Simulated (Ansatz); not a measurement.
A nudged elastic band was laid between two geometries of GaH5N2 + H4Si (13 atoms, charge 0, multiplicity 1).

Computed with RKS BLYP/def2-SVP (Ansatz 0.2.0).

```yaml
movable_images: 7
climbing_image: yes
spring: 5.0 eV/Å²
optimiser: quadratic models (default)
start_path: through a guess of the saddle point
force_threshold: 0.05 eV/Å
iteration_limit: 60
end_points: relaxed
```

Image 0:

```xyz
13
Properties=species:S:1:pos:R:3
Ga 0.240 -0.951 -0.382
H 0.067 -2.075 0.695
N 1.653 -0.953 -1.556
H 2.442 -1.596 -1.468
H 1.865 -0.191 -2.204
N -0.928 0.489 -0.480
H -1.868 0.401 -0.082
H -0.962 1.083 -1.313
Si -0.386 3.207 1.514
H -0.230 4.447 2.353
H 0.227 3.471 0.174
H -1.850 2.922 1.376
H 0.311 2.079 2.207
```

Image 8:

```xyz
13
Properties=species:S:1:pos:R:3
Ga 0.264 1.069 -0.504
H -0.978 -1.445 2.219
N 1.679 0.399 -1.481
H 1.804 -0.592 -1.701
H 2.536 0.926 -1.658
N -1.028 -0.194 -0.061
H -1.079 -1.103 -0.532
H -1.964 0.098 0.232
Si 0.125 3.369 0.237
H 1.047 3.626 1.397
H 0.506 4.321 -0.863
H -1.271 3.712 0.680
H -1.058 -1.854 2.867
```

(1) Which bonds break or form, and what moves?

(2) Give the energies along the band, and the barrier.

(3) What is the geometry of the highest image?

Answers

(1) Bonds broken: Ga1–H2, Si9–H13. Bonds formed: Ga1–Si9, H2–H13. GaH5N2 + H4Si becomes GaH7N2Si + H2.

(2) The run converged. The highest image is number 4 of 0 to 8, 48.7 kcal/mol above the first end and 46.5 kcal/mol above the last; the last end lies 2.2 kcal/mol above the first. The profile has 2 maxima (images 4, 6) with wells between them (image 5): this band takes more than one step, which may be the mechanism or a detour left from its start path. Neighbouring images differ by up to 1.8 eV, so the band resolves the path poorly. A vibrational analysis at the climbing image gives 2 clearly imaginary modes (1228i, 60i cm⁻¹): a point of higher order. A lower path may pass nearby, or the ends, which weren't checked, may share the extra mode. The orbitals stay closed-shell, which can raise the energy where a bond breaks towards radicals; this wasn't checked here.

```
image  path coordinate (Å)  energy (kcal/mol)  Ga1–H2 (Å)  Si9–H13 (Å)  Ga1–Si9 (Å)
    0                 0.00                0.0        1.57         1.50         4.61
    1                 1.46                0.4        1.57         1.50         4.14
    2                 2.92                2.1        1.57         1.50         3.91
    3                 4.38                9.9        1.57         1.50         3.53
    4                 5.84               48.7        1.76         1.94         2.74
    5                 8.15                6.5        2.93         3.17         2.43
    6                10.46                7.6        3.13         3.39         2.42
    7                12.77                3.1        3.17         4.47         2.42
    8                15.08                2.2        3.91         5.97         2.42
```

(3) 
```xyz
13
Properties=species:S:1:pos:R:3
Ga 0.022 0.210 -0.230
H 0.207 -0.492 1.376
N 1.592 -0.226 -1.157
H 2.388 -0.457 -0.547
H 1.907 0.518 -1.794
N -1.778 0.045 -0.731
H -2.168 0.902 -1.145
H -1.894 -0.698 -1.435
Si 0.035 2.570 1.158
H 0.960 2.827 2.320
H 0.510 3.466 0.041
H -1.347 3.015 1.546
H 0.149 0.651 1.430
```

The run took 4.3 min on 4 threads of Arm Neoverse V2, on a shared host, peak memory 0.2 GiB.
